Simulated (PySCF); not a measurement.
Spectra and structures to be paired. Theory: TDDFT CAM-B3LYP/def2-SVPD, vertical, gas phase, core orbitals frozen in the response in PySCF 2.14.0, density-fitted response routines. Geometries: GFN2-xTB; one conformer of each isolated species. Triplets are in the Tamm–Dancoff approximation.

A. `n1csnc1`
B. `c1(ccsc1)NC`
C. `CC1=NN(C)CC1`
D. `O=C(O)[SiH2]/C=C\CF`
E. `O=CO[Si@H](F)C1CC1`

Lowest singlet levels (six at most, fewer where fewer were computed) with oscillator strengths:

1. 235 nm (f 0.107); 224 nm (f 0.101); 204 nm (f 0.015); 191 nm (f 0.008); 188 nm (f 0.002); 177 nm (f 0.001); T1 3.64 eV
2. 243 nm (f 0.002); 183 nm (f 0.289); 181 nm (f 0.001); 175 nm (f 0.002); 171 nm (f 0.089); 169 nm (f 0.004); T1 4.22 eV
3. 233 nm (f 0.001); 208 nm (f 0.095); 206 nm (f 0.002); 195 nm (f 0.000); 183 nm (f 0.036); 170 nm (f 0.014); T1 4.10 eV
4. 212 nm (f 0.001); 157 nm (f 0.011); 154 nm (f 0.039); 152 nm (f 0.021); 150 nm (f 0.007); 146 nm (f 0.033); T1 5.29 eV
5. 255 nm (f 0.099); 238 nm (f 0.007); 226 nm (f 0.003); 209 nm (f 0.009); 208 nm (f 0.039); 201 nm (f 0.036); T1 3.40 eV

Task: Match each spectrum to its molecule.

Result: 1 = C, 2 = D, 3 = A, 4 = E, 5 = B.
- A: S1 at 5.32 eV, HOMO-1→LUMO (98%); Löwdin shares by element: HOMO sulfur 38%, carbon 36%, nitrogen 17% or more; LUMO nitrogen 33%, carbon 26% or more, sulfur 25% (atoms not listed hold the other 16%); HOMO -9.50 and LUMO -0.38 eV; point group Cs, 1 of its 6 listed states under f = 0.0005.
- B: S1 at 4.85 eV, HOMO→LUMO (96%); Löwdin shares by element: HOMO carbon 34% or more, nitrogen 28%, sulfur 15% (atoms not listed hold the other 23%); LUMO carbon 55% or more, sulfur 21% (atoms not listed hold the other 24%); HOMO -6.84 and LUMO 0.86 eV.
- C: S1 at 5.28 eV, HOMO→LUMO (71%), HOMO→LUMO+1 (22%); Löwdin shares by element: HOMO nitrogen 55%, carbon 22% or more (atoms not listed hold the other 23%); LUMO carbon 35% or more, hydrogen 10% or more (atoms not listed hold the other 55%); HOMO -6.88 and LUMO 1.31 eV.
- D: S1 at 5.10 eV, HOMO→LUMO (54%), HOMO→LUMO+2 (42%); Löwdin shares by element: HOMO oxygen 66%, carbon 15% or more, silicon 11%; LUMO carbon 49% or more, silicon 17% (atoms not listed hold the other 34%); HOMO -9.19 and LUMO 0.22 eV; point group Cs.
- E: S1 at 5.84 eV, HOMO-1→LUMO (49%), HOMO→LUMO (37%); Löwdin shares by element: HOMO carbon 45% or more, oxygen 26% or more (atoms not listed hold the other 29%); LUMO oxygen 43%, carbon 39% or more, hydrogen 8% or more; HOMO -10.06 and LUMO 0.77 eV.
A and C have S1 within 0.05 eV of each other; their strongest listed levels stand at 5.96 eV (f 0.095) and 5.28 eV (f 0.107).
